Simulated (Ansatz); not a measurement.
Relaxation of H$_{6}$OW (8 atoms, charge 0, multiplicity 1), to a largest force component of 0.03 eV/Å in at most 50 steps.

Level of theory: Ansatz 0.2.0, RKS PBE/def2-SVP.

```xyz
8
Properties=species:S:1:pos:R:3
W -0.080 -0.154 0.305
O 0.726 -0.133 2.049
H 0.120 -0.585 2.690
H 1.344 0.753 0.113
H -0.138 1.219 -0.682
H -1.566 0.706 0.279
H -0.185 -1.722 -0.398
H 0.808 -0.366 -1.120
```

**Question.** Where does it end, and by what steps?

**Answer.** The forces met the threshold. After 11 steps the energy has fallen by 0.662 eV; H8 moved furthest, 0.75 Å.

```csv
step,energy less start (eV),largest force component (eV/Å),accepted
0,0.0000,0.678,yes
1,-0.0051,0.279,yes
2,-0.0109,0.897,yes
3,-0.0384,0.189,yes
4,-0.0416,0.091,yes
5,-0.0461,0.067,yes
6,-0.0607,0.164,yes
7,-0.1916,0.630,yes
8,-0.4430,1.077,yes
9,-0.6572,0.278,yes
10,-0.6588,0.229,yes
11,-0.6618,0.021,yes
```

```xyz
8
Properties=species:S:1:pos:R:3
W 0.161 0.024 0.293
O 0.630 -0.135 2.082
H 0.186 -0.686 2.758
H 1.318 0.895 -0.581
H -0.308 1.603 -0.119
H -1.494 0.245 -0.030
H -0.601 -1.313 -0.429
H 1.137 -0.915 -0.736
```

Whether the end is a true minimum wasn't checked by a vibrational analysis.

Time of the run: 16 s on 1 thread of Intel(R) Xeon(R) 6975P-C (Granite Rapids) (shared host), peak memory 0.15 GiB.
